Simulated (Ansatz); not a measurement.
`[F][Zr]([F])([Br])[Br]` + CH₃OH → `C[O][Zr]([F])([F])[Br]` + HBr at 500 K and 1 bar (ligand exchange at a Zr–Br bond).

Calculated with Ansatz (gas phase, PBE0-D4/def2-TZVP geometries, no zero-point term in ΔE). CCSD(T)/CBS adds triple-zeta CCSD(T) − MP2 to the extrapolated MP2 energy (def2 sets, frozen cores). This one scheme is used for every species. def2 core potentials past Kr. For Br, Zr outer-core shells are correlated without core-valence functions, which leaves a few kJ/mol of doubt a bond. Scalar relativity is left out up to krypton. One conformer a species, not always the lowest.

| species | CCSD(T)/CBS energy (Eh) | H − E (kJ/mol) | S (J/(mol·K)) |
| --- | --- | --- | --- |
| `[F][Zr]([F])([Br])[Br]` | -5393.52850 | 57.4 | 434.4 |
| CH₃OH | -115.61712 | 157.0 | 265.4 |
| `C[O][Zr]([F])([F])[Br]` | -2935.22368 | 176.1 | 494.7 |
| HBr | -2573.91920 | 30.5 | 213.7 |

H − E and S are ideal-gas, rigid-rotor, harmonic terms from PBE0-D4/def2-TZVP, for one conformer and one mirror image of each species. 1 Eh = 2625.50 kJ/mol, R = 8.31446 J/(mol·K).

**Question.** By hand: ΔE, ΔH, ΔS and ΔG.

**Answer.** ΔE = (-2935.22368) + (-2573.91920) − (-5393.52850) − (-115.61712) = 0.00274 Eh = 7.2 kJ/mol. Δ(H − E) = 176.1 + 30.5 − 57.4 − 157.0 = -7.8, so ΔH = -0.6 kJ/mol. ΔS = 494.7 + 213.7 − 434.4 − 265.4 = 8.6 J/(mol·K). ΔG = -0.6 − 500 × (8.6)/1000 = -4.9 kJ/mol.

**Question.** By hand: the equilibrium constant, and the temperature at which ΔG would vanish if ΔH and ΔS stayed fixed.

**Answer.** log₁₀ K = −ΔG/(RT ln 10) = 0.5. ΔH and −TΔS have one sign here, so there is no such temperature.

TΔS isn't small against ΔH here. The sign of ΔG lies within the doubt. A doubt of 5 kJ/mol in ΔE shifts log₁₀ K by 0.5 here. Other conformers and mirror images would add mixing entropy, several J/(mol·K) or more a flexible species. Modes under 60 cm⁻¹, often nearly free rotors, make the harmonic entropy too high. These are equilibria of isolated gas molecules and say nothing of rates. Largest T1 diagnostic: 0.015 (customary marks: 0.02 for closed shells, 0.045 for open ones).

ΔS is within the doubt of such terms, so its sign, and with it that verdict, could turn.
